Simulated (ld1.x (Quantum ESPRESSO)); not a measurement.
u(r) = r·R(r): atom against pseudo-atom (P)

Columns: radius, all-electron u(r) and pseudo u(r) of the 3p shell (level -5.49 eV) of phosphorus in the configuration [He] 2s2 2p6 3s2 3p3; PBEsol, non-relativistic, PAW scheme, ld1.x (Quantum ESPRESSO) 7.5.

```csv
r (bohr),all-electron,pseudo
0.050,0.0465,0.0309
0.100,0.1304,0.1184
0.150,0.2076,0.2481
0.200,0.2624,0.3985
0.250,0.2916,0.5454
0.300,0.2970,0.6653
0.350,0.2825,0.7399
0.400,0.2525,0.7585
0.450,0.2110,0.7193
0.500,0.1615,0.6293
0.550,0.1067,0.5019
0.600,0.0489,0.3542
0.650,-0.0101,0.2034
0.700,-0.0688,0.0637
0.750,-0.1264,-0.0555
0.800,-0.1820,-0.1512
0.850,-0.2350,-0.2253
0.900,-0.2851,-0.2835
0.950,-0.3321,-0.3321
1.000,-0.3759,-0.3759
1.050,-0.4164,-0.4164
1.100,-0.4536,-0.4536
1.150,-0.4876,-0.4876
1.200,-0.5184,-0.5184
1.250,-0.5461,-0.5461
1.300,-0.5707,-0.5707
```

(1) How many radial nodes do the two functions have?

(2) At about which radius was the pseudo-wave matched?

(3) Is the pseudo-wave norm-conserving?

## Answers

(1) The all-electron 3p function has n − l − 1 = 1; the pseudo-wave has 1, since 1 lower shell of the same l stays in the valence.

(2) 1.00 bohr, where the columns begin to agree (steps of 0.05 bohr).

(3) No, it belongs to a PAW set: the norm inside the radius is not constrained, and the difference is carried by the augmentation charge.
